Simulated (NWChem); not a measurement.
Species: CH₄SSe; SMILES C[Se]S

```xyz
7

Se    -0.4682    -0.4644     0.0195
C      1.2652    -1.3501     0.0080
H      1.0584    -2.4291     0.0730
H      1.8562    -1.0369     0.8777
H      1.8050    -1.1363    -0.9234
S      0.1826     1.6408     0.0622
H      0.2725     1.8398    -1.2753
```
Atoms are numbered in this order, from 1.

Results from NWChem. Pople sets run with spherical d functions. The geometry was optimised at PBE0/def2-SVP. B3LYP is NWChem's, with the RPA form of VWN correlation. GIAO values for the isolated, static molecule; σ is the absolute isotropic shielding, δ = σ(reference) − σ with the isolated reference molecule computed at the same levels (13C: tetramethylsilane, 1H: tetramethylsilane). Spin-orbit effects, on the heavy nuclei and on their neighbours, are missing.

```
level               σ Se1 (ppm)  δ C2 (ppm)  δ H3 (rotor mean) (ppm)  σ S6 (ppm)  δ H7 (ppm)
------------------  -----------  ----------  -----------------------  ----------  ----------
B3LYP/6-31G*             1568.9        24.6                     2.09       556.6        2.26
PBE0/pcSseg-1               [?]        24.7                     2.10         [?]         [?]
BHandHLYP/pcSseg-1       1516.5        24.2                     2.09       573.3        2.88
```

Task: What belongs in the gaps?

Result: 
- PBE0/pcSseg-1, σ Se1 (ppm): 1486.5
- PBE0/pcSseg-1, σ S6 (ppm): 569.2
- PBE0/pcSseg-1, δ H7 (ppm): 3.06
